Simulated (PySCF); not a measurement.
Ta(O)(F)(NH2)2 (FH4N2OTa), SMILES [NH2][Ta]([NH2])(=[O])[F], multiplicity 1. Atoms are numbered in the order given.

```xyz
9

Ta     0.0333    -0.0250     0.0000
O      1.7418     0.1570     0.0000
F     -0.5214    -1.8473     0.0000
N     -0.6069     0.8876    -1.6348
H     -1.5809     1.0224    -1.8962
H     -0.0079     1.3605    -2.3063
N     -0.6069     0.8876     1.6348
H     -0.0079     1.3605     2.3063
H     -1.5809     1.0224     1.8962
```

Coordinates come from a PBE0-D3(BJ)/def2-SVP optimisation. The spin state was assumed, not searched. The structure was generated by enumeration; whether it is a known compound was not checked. The def2 effective core potentials stand for the cores of Ta; spin–orbit coupling is left out. The values are those of a single conformer.

Level of theory: TDDFT-PBE0/def2-SVPD (PySCF).

Vertical excitations. Gas-phase values at a fixed geometry. State labels are in the subgroup Cs.

Computed UV-visible absorptions:
```json
[
 {"state": "S1", "symmetry": "A'", "energy (eV)": "5.81", "λ (nm)": "213", "f": "0.019", "main pairs": "HOMO→LUMO 92 %"},
 {"state": "S2", "symmetry": "A\"", "energy (eV)": "6.01", "λ (nm)": "206", "f": "0.041", "main pairs": "HOMO→LUMO+1 71 %, HOMO−1→LUMO 24 %"},
 {"state": "S3", "symmetry": "A\"", "energy (eV)": "6.33", "λ (nm)": "196", "f": "0.003", "main pairs": "HOMO→LUMO+2 74 %, HOMO−1→LUMO 12 %, HOMO→LUMO+1 11 %"},
 {"state": "S4", "symmetry": "A\"", "energy (eV)": "6.57", "λ (nm)": "189", "f": "0.045", "main pairs": "HOMO−1→LUMO 47 %, HOMO−2→LUMO 21 %, HOMO→LUMO+2 17 %, HOMO→LUMO+1 8 %"},
 {"state": "S5", "symmetry": "A'", "energy (eV)": "6.81", "λ (nm)": "182", "f": "0.006", "main pairs": "HOMO−1→LUMO+1 82 %"},
 {"state": "S6", "symmetry": "A\"", "energy (eV)": "6.83", "λ (nm)": "182", "f": "0.021", "main pairs": "HOMO−2→LUMO 62 %, HOMO−1→LUMO 13 %, HOMO−3→LUMO+1 10 %"},
 {"state": "S7", "symmetry": "A\"", "energy (eV)": "6.98", "λ (nm)": "178", "f": "0.063", "main pairs": "HOMO→LUMO+3 89 %"},
 {"state": "S8", "symmetry": "A'", "energy (eV)": "7.02", "λ (nm)": "177", "f": "0.029", "main pairs": "HOMO−1→LUMO+2 45 %, HOMO→LUMO+4 21 %, HOMO−3→LUMO 15 %, HOMO−2→LUMO+1 13 %"},
 {"state": "S9", "symmetry": "A'", "energy (eV)": "7.13", "λ (nm)": "174", "f": "0.019", "main pairs": "HOMO−3→LUMO 35 %, HOMO→LUMO+4 20 %, HOMO−2→LUMO+1 15 %, HOMO−1→LUMO+2 14 %"},
 {"state": "S10", "symmetry": "A\"", "energy (eV)": "7.15", "λ (nm)": "173", "f": "0.011", "main pairs": "HOMO−4→LUMO 53 %, HOMO−3→LUMO+1 26 %, HOMO−3→LUMO+2 9 %"},
 {"state": "T1", "symmetry": "A'", "energy (eV)": "5.31", "λ (nm)": "234", "f": "0", "main pairs": "HOMO→LUMO 89 %"},
 {"state": "T2", "symmetry": "A\"", "energy (eV)": "5.36", "λ (nm)": "231", "f": "0", "main pairs": "HOMO→LUMO+1 62 %, HOMO→LUMO+2 26 %"},
 {"state": "T3", "symmetry": "A\"", "energy (eV)": "5.99", "λ (nm)": "207", "f": "0", "main pairs": "HOMO→LUMO+1 34 %, HOMO→LUMO+2 33 %, HOMO−1→LUMO 27 %"},
 {"state": "T4", "symmetry": "A'", "energy (eV)": "6.01", "λ (nm)": "206", "f": "0", "main pairs": "HOMO−3→LUMO 42 %, HOMO−1→LUMO+1 23 %"}
]
```
Triplets are in the Tamm–Dancoff approximation, which puts them higher than full response would, so one can lie above its singlet here.
